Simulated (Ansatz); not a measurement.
Spectroscopic constants of TaSb, closed-shell singlet (lowest of 2S+1 = 1, 3, 5, 7, 9 at CCSD(T)/def2-TZVPP on PBE0 minima; our sources give no spin for the ground state, which may be another). No spin–orbit coupling.

The constants come from a fifth-degree fit in 1/R (seven points, main isotopes). In def2 and cc sets the state is the lowest found near the PBE0 minimum, followed along R. The singlet is held restricted.

Programs: Ansatz (Gaussian basis) for Hartree–Fock, density functionals and correlated methods. Values without a source in brackets are computed. In def2 rows elements past Kr take small-core potentials, without spin–orbit coupling.

Energies at wB97X-V/def2-TZVPP:

| R (Å) | E (hartree) |
|---|---|
| 2.256021 | -297.04489874 |
| 2.316667 | -297.05323761 |
| 2.372461 | -297.05657592 |
| 2.435533 | -297.05633179 |
| 2.498604 | -297.05269468 |
| 2.571379 | -297.04524833 |
| 2.656283 | -297.03331850 |

Question: With a reduced mass of 72.4770 u, find the minimum, the force constant and the constants.

Answer: A fifth-degree polynomial in 1/R puts the minimum at r_e = 2.3994 Å with force constant 425 N/m. Then ω_e = (1/2πc)√(k/μ) = 315 cm⁻¹ and B_e = h/(8π²cμr_e²) = 0.04040 cm⁻¹; the cubic and quartic terms give α_e = 6.2e-5 and ω_e x_e = 0.34 cm⁻¹.

Ansatz is an electronic-structure program.
